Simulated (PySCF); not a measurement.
**Stationary points of SbSBr**

These are results of PySCF, PBE0, basis Sb def2-TZVP with ECP28, S def2-TZVP, Br def2-TZVP (scalar-relativistic core potentials, no spin–orbit coupling, density fitting), not measurements.

Relaxations began from a few typed shapes. The search is not exhaustive: other isomers or separated fragments can lie lower, and high-lying points may rest on an excited occupation.

| spin | group | bonds | angles | imaginary modes (cm⁻¹) | ΔE (kJ/mol) | ΔE with ZPE (kJ/mol) |
| --- | --- | --- | --- | --- | --- | --- |
| singlet | Cs | Sb–Br 2.528 Å, Sb–S 2.197 Å | Br–Sb–S 106.3° | none | 0.0 | 0.0 |
| singlet | C∞v | Sb–Br 2.780 Å, Sb–S 2.220 Å | Br–Sb–S 180.0° | 157i, 157i | 154.2 | – |

The lowest minimum found is the singlet Cs: Sb–Br 2.528 Å, Sb–S 2.197 Å; Br–Sb–S 106.3°.

Counting electrons, antimony keeps 2 of its valence electrons outside its bonds, so the VSEPR class is AX2E1 and the expected shape is bent; with unlike ligands the computed point group is Cs.
